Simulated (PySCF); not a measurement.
## Ionisation energy of Sc⁶⁺ by level of theory

Sc⁶⁺ [Ne] 3s2 3p3 (4S) → Sc⁷⁺ [Ne] 3s2 3p2 (3P), as a difference of total energies. All numbers are calculated (PySCF 2.14, the spin-free X2C one-electron Hamiltonian (Gaussian nucleus), in an even-tempered Gaussian basis (19 s from 0.25 bohr⁻², ratio 2.5; 12 p from 0.33 bohr⁻², ratio 2.5; 5 d from 2.3 bohr⁻², ratio 2.7; 5 f from 3.5 bohr⁻², ratio 2.7)). Correlated levels: outer shells: 1s2 frozen; virtual orbitals above 40 to 60 times the deepest correlated orbital energy dropped. The calculations carry no spin-orbit coupling.

```
                method  ionisation energy (eV)
                   UHF                  136.23
                   LDA                  137.00
                   PBE                  136.91
                  PBE0                  137.03
                r2SCAN                  137.33
               r2SCANh                  137.31
                PBEsol                  136.86
    MP2 (outer shells)                  136.82
SCS-MP2 (outer shells)                  136.61
```

Problem. How much does correlation contribute at MP2 (outer shells)?

Solution. 136.82 − (136.23) = 0.59 eV, measured against UHF.

A first-order spin-orbit estimate (lowest level to lowest level, LS coupling) adds -0.422 eV.

For comparison: 137.99 ± 0.25 eV (semi-empirical (NIST evaluation); NIST Atomic Spectra Database, ionization energies).
